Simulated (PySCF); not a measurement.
Finite-field polarisability of Sn (tin, neutral)

[Kr] 4d10 5s2 5p2, high-spin 3P determinant. Calculation: PySCF 2.14, in ANO-RCC-VTZP; scalar relativity by spin-free X2C-1e. Frozen: [Kr] 4d10. Energy changes in a uniform field (μhartree):

```tsv
axis	F (au)	HF	MP2	CCSD	CCSD(T)
x	0.0024	-98.892	-96.155	-95.577	-95.479
x	0.0048	-395.576	-384.627	-382.319	-381.926
y	0.0022	-95.916	-93.650	-93.151	-93.027
y	0.0044	-383.707	-374.638	-372.642	-372.149
```

By symmetry the remaining axis equals y.

(1) Derive α along x at CCSD(T) from the two fields.

(2) And the mean polarisability at each level?

CCSD(T) lies more than 5 % below the reference, which points to too few diffuse and polarisation functions.

The basis has no added diffuse functions, which lowers α.

Results:

(1) With ΔE = −αF²/2 − γF⁴/24, α = −(16 ΔE(F) − ΔE(2F))/(6F²) = 33.15 bohr³.

(2) The components xx, yy, zz at CCSD(T) are 33.15, 38.44, 38.44, the third axis being equal by symmetry to one of the two computed. Means: HF 37.87, MP2 36.93, CCSD 36.72, CCSD(T) 36.68 bohr³. Reference: 53 ± 6 bohr³ (recommended; Schwerdtfeger and Nagle, table of static dipole polarizabilities (2023 update)).
